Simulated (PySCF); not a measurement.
Species: C₆H₆ClF.
Geometry (GFN2-xTB, Å), atoms numbered from 1 in this order:
```xyz
14
C6H6ClF angstrom
F     -2.4435   -1.1959    0.6664
C     -1.3569   -0.3839    0.5848
C     -0.8621   -0.0065   -0.7860
C     -0.0477    1.2274   -0.7963
C      1.0469    1.0929   -0.0545
C      1.1828   -0.2872    0.5088
Cl     2.6256   -1.0995   -0.2062
C     -0.0876   -0.9852    0.0732
H     -1.3575    0.3362    1.3945
H     -1.4407   -0.2979   -1.6477
H     -0.3473    2.1095   -1.3325
H      1.8000    1.8395    0.1201
H      1.3471   -0.3071    1.5879
H     -0.0598   -2.0429   -0.1346
```

Theory: TDDFT PBE0/def2-SVPD, vertical, gas phase, core orbitals frozen in the response in PySCF 2.14.0, density-fitted response routines.

Question: What does the calculation give for the low-lying excited states?

Answer: 

```csv
state,E (eV),E (hartree),f,"main configurations (H = HOMO, L = LUMO)"
S1,6.00,0.2205,0.156,H→L (90%)
S2,6.42,0.2360,0.014,H-1→L (92%)
S3,6.58,0.2419,0.010,H-2→L (85%)
S4,6.84,0.2512,0.039,H-3→L (91%)
S5,7.00,0.2574,0.014,H→L+1 (95%)
S6,7.26,0.2666,0.026,H→L+2 (95%)
```

Triplets (Tamm–Dancoff): T1 4.08 eV, H→L (85%); T2 5.99 eV, H-1→L (84%).

The lowest singlet lies at 6.00 eV (207 nm, ultraviolet) and is strong; its leading configuration is HOMO→LUMO (90%). The lowest level is also the most intense of those listed (f = 0.156). Löwdin shares by element: HOMO carbon 71% or more (atoms not listed hold the other 29%); LUMO carbon 61% or more, chlorine 17% (atoms not listed hold the other 22%). Orbital energies (eV): HOMO-3 -8.88, HOMO-2 -8.59, HOMO-1 -8.44, HOMO -7.51, LUMO -0.68, LUMO+1 0.65, LUMO+2 0.92. The oscillator strengths of these states sum to 0.260; summed over the whole spectrum of an exact calculation they would give the number of electrons, 68 (Thomas–Reiche–Kuhn). The listed states span 1.26 eV, and the widest gap between neighbours is 0.42 eV (S1 to S2). Only the lowest 6 singlets were computed, as vertical energies without vibronic structure.

Hardware: one thread, Arm Neoverse V1 (aarch64), on a shared host. Cost: 42 s wall (grids of density and orbitals included), 0.86 GiB resident at most.
